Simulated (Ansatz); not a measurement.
# A geometry optimisation of C5H7BO3 with PBE-D3(BJ)/def2-SVP

The starting geometry of this gas-phase singlet was optimised with GFN2-xTB.

```xyz
16

C    -1.8854   -0.0409    0.5650
C    -0.6470   -0.3166    1.4009
C     0.4925    0.3480    1.2270
C    -2.8309   -1.2412    0.4113
C    -1.9668   -0.6974   -1.6085
B    -2.0807    1.1461    1.5674
O    -2.6866   -1.6219   -0.9436
O    -1.7437   -0.7381   -2.7739
O    -1.5453    0.2690   -0.7880
H    -1.7220    2.2088    1.2598
H    -2.5982    0.9310    2.5902
H    -0.7529   -1.0664    2.1723
H     0.5914    1.0792    0.4432
H     1.3651    0.1482    1.8264
H    -3.8768   -0.9690    0.5912
H    -2.5627   -2.0887    1.0473
```

Q: Predict what it relaxes into with PBE-D3(BJ)/def2-SVP.

A: It rearranges, giving a structure given below by its coordinates. Distances that change by over a tenth: C1–C2 (1.52 → 1.36 Å), C2–C3 (1.33 → 1.50 Å). Contacts that open: C1–B6 (1.57 → 2.63 Å). Contacts that close: C3–B6 (2.72 → 1.58 Å).

The energy falls by 0.56 eV over 34 steps:

```csv
step,E − E(last) (eV)
1,0.559
5,0.337
8,0.300
12,0.228
16,0.187
19,0.158
23,0.030
27,0.001
30,0.000
34,0.000
```

Final geometry (Å):

| atom | x (Å) | y (Å) | z (Å) |
| --- | --- | --- | --- |
| C | -1.6032 | -0.6632 | 0.3816 |
| C | -0.8766 | -0.3522 | 1.4920 |
| C | 0.1465 | 0.7436 | 1.5570 |
| C | -2.7643 | -1.6185 | 0.2308 |
| C | -2.2501 | -0.6649 | -1.7859 |
| B | -1.1965 | 1.5578 | 1.7252 |
| O | -3.0971 | -1.5190 | -1.1561 |
| O | -2.2570 | -0.3792 | -2.9434 |
| O | -1.3360 | -0.1582 | -0.8584 |
| H | -1.6954 | 2.0796 | 0.7477 |
| H | -1.7264 | 1.6683 | 2.8159 |
| H | -1.1645 | -0.8796 | 2.4140 |
| H | 0.6982 | 0.8887 | 0.6130 |
| H | 0.8059 | 0.6412 | 2.4348 |
| H | -3.6399 | -1.3253 | 0.8465 |
| H | -2.4933 | -2.6688 | 0.4734 |

The end wasn't checked by frequencies. Run with Ansatz 0.2.0, 120 s on 2 threads of Arm Neoverse V1, on a shared host.
